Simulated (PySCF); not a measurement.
Species: C₇H₁₁O (doublet state).
Numbering: `[CH3:1]/[C:2]=[CH:3]\[C:4](=[O:5])[CH2:6][CH2:7][CH3:8]` (hydrogens: H9, H10, H11 on C1; H12 on C3; H13, H14 on C6; H15, H16 on C7; H17, H18, H19 on C8)

Structure used (GFN2-xTB), in Å, numbered top down from 1:
```xyz
19
C7H11O angstrom
C      3.7189   -0.2072   -0.1284
C      2.8032   -0.5290    0.9485
C      1.5042   -0.4938    1.1162
C      0.5609   -0.0397    0.0573
O      0.9075    0.3309   -1.0391
C     -0.8879   -0.0893    0.4975
C     -1.8450    0.3791   -0.5943
C     -3.2941    0.3250   -0.1291
H      4.2941   -1.0891   -0.4110
H      3.1562    0.1506   -1.0020
H      4.4167    0.5677    0.1890
H      1.0400   -0.7961    2.0444
H     -0.9927    0.5348    1.3895
H     -1.1173   -1.1177    0.7904
H     -1.5841    1.3995   -0.8813
H     -1.7142   -0.2513   -1.4758
H     -3.9592    0.6607   -0.9209
H     -3.5729   -0.6910    0.1435
H     -3.4441    0.9651    0.7379
```

The hyperfine couplings belong to this conformer and change with its torsions.

Level of theory: UKS B3LYP, pcH-1 on C H O, non-relativistic, mean-field spin-orbit, GIAO in PySCF 2.14.0. One conformer (not necessarily the lowest) at the GFN2-xTB geometry, without solvent, vibrations or thermal averaging. A GFN2-xTB geometry isn't a minimum of the functional, and hyperfine couplings can be far from their values at a DFT geometry. No stability test was run, so a lower SCF solution isn't excluded.

Question: Match the computed a_iso(13C) values +304.7, +68.7, +12.7, -9.8, +7.4, +1.5 MHz with the sites C1; C2; C3; C4; C6; C8.

Answer: 
```tsv
site	a_iso (MHz)	ρ(0) (bohr⁻³)	position	distance from C2 (Å)	spin population	largest |T| (MHz)
C1	+7.4	+0.0066	1 bond from C2	1.45	-0.03	12.3
C2	+304.7	+0.2711	largest spin population	0.00	+0.98	139.3
C3	-9.8	-0.0087	1 bond from C2	1.31	-0.14	18.2
C4	+68.7	+0.0611	2 bonds from C2	2.46	+0.06	13.3
C6	+12.7	+0.0113	3 bonds from C2	3.74	+0.02	5.2
C8	+1.5	+0.0013	5 bonds from C2	6.25	0.00	0.4
```

ρ(0) is the spin density at the nucleus and T the dipolar tensor; entries for several nuclei are means. The Mulliken spin populations are largest on C2 (+0.98), C3 (-0.14) and H10 (+0.06). C2 is the only atom above +0.15. The positive populations add up to 1.17 and the negative ones to -0.17, together 2S = 1.

β density exceeds α density at some nuclei, such as C3 (-0.0087), spin density in bohr⁻³. In a single determinant that takes different orbitals for the two spins, that is spin polarisation.

Class means assume fast exchange of nuclei equivalent by connectivity; if that motion is slow, each nucleus keeps its own coupling. The three 1H nuclei of mean +68.1 MHz run from 26.5 to 151.3 MHz in the frozen geometry.
